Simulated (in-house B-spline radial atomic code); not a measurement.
Values are calculated unless marked as measured or tabulated.
Making a Troullier-Martins p channel for Al, r_c = 2.99 bohr

Al, [Ne] 3s2 3p1, non-relativistic PBE, spherical and spin-unpolarised, from an all-electron radial atomic-structure program (B-spline basis) (atomic units). The all-electron 3p level is ε = -0.099955 hartree, its outermost node lies just inside 0.83 bohr and its outer maximum at 2.64 bohr.

Inside r_c the pseudo-orbital is u(r) = r^2 exp(p(r)), with p = c0 + c2 r² + c4 r⁴ + … + c12 r¹². The seven coefficients follow from p and its first four derivatives at r_c, from zero curvature of the screened potential at the origin, c4 = −c2²/(2l + 5), and from the norm inside r_c. At r_c the all-electron orbital has P = 0.5473332, P' = -0.05881862, the screened potential V = -0.3320151, V' = 0.2320602, V'' = -0.2026352, and the norm inside is Q = 0.4468181.

Problem. What are p, p' and p'' at r_c?

Solution. p = ln(P/r_c^2) = ln(0.5473332/8.9401) = -2.79324. p' = P'/P − 2/r_c = -0.10746 − 0.66890 = -0.77636. The radial equation gives p'' = 2(V − ε) − 2(2) p'/r_c − p'² = -0.46412 − (-1.03861) − 0.60274 = -0.02825. Differentiating, p''' = 2V' + 2(2)p'/r_c² − 2(2)p''/r_c − 2p'p'' = 0.11069, and p'''' = 2V'' − 4(2)p'/r_c³ + 4(2)p''/r_c² − 2(2)p'''/r_c − 2p''² − 2p'p''' = -0.176.

For a trial c2 the five matching conditions are linear in c0, c6, c8, c10 and c12, and c2 is varied until the norm inside r_c equals Q. The root nearest zero gives:

```json
{"n": "0", "c_n": "-1.447647"}
{"n": "2", "c_n": "-0.1471488"}
{"n": "4", "c_n": "-0.003093253"}
{"n": "6", "c_n": "-8.275262e-05"}
{"n": "8", "c_n": "0.0001086333"}
{"n": "10", "c_n": "-9.751413e-06"}
{"n": "12", "c_n": "2.72703e-07"}
```

Problem. Check c4 and p(r_c), and find the screened pseudopotential at the origin.

Solution. −c2²/7 = -0.00309325, as listed. The terms c_n r_c^n are -1.44765, -1.31553, -0.24723, -0.05913, 0.69396, -0.55690, 0.13923, which sum to -2.79324. Inverting the radial equation, V_l(r) = ε + 2 p'/r + (p'' + p'²)/2, so V_l(0) = ε + (2l + 3) c2 = -0.099955 + 5 × (-0.147149) = -0.8357 hartree, finite where the all-electron potential diverges.

Orbitals and screened potentials:

```csv
r (bohr),P,u,V all-electron,V pseudo
0.299,-0.2083,0.02074,-21.95,-0.8357
0.748,-0.04473,0.121,-4.455,-0.8345
1.196,0.2258,0.2708,-1.816,-0.8216
1.645,0.4159,0.4189,-0.9765,-0.7673
2.093,0.5211,0.5194,-0.6597,-0.6421
2.542,0.5574,0.5573,-0.4603,-0.4692
2.99,0.5473,0.5473,-0.332,-0.332
```

Logarithmic derivatives P'/P at R = 3.29 bohr, for energies E around ε:

| E − ε (hartree) | all-electron | pseudo |
| --- | --- | --- |
| -0.5 | 0.839272 | 0.837989 |
| -0.25 | 0.474549 | 0.473725 |
| -0.1 | 0.147478 | 0.147213 |
| 0 | -0.172654 | -0.172637 |
| 0.1 | -0.676468 | -0.677539 |
| 0.25 | -2.75733 | -2.80053 |
| 0.5 | 3.82359 | 3.61422 |

Problem. With P(R) = 0.5245526 and a norm of 0.5332566 inside R, what slope in energy does norm conservation fix?

Solution. d(P'/P)/dE = −2 × (norm inside R)/P(R)² = -3.8760 per hartree·bohr at E = ε, for both atoms, since orbital and norm agree at R. Differences over ±0.1 hartree give -4.1197 (all-electron) and -4.1238 (pseudo), which also hold third-order terms. Half a hartree below ε the two curves differ by -0.0013.
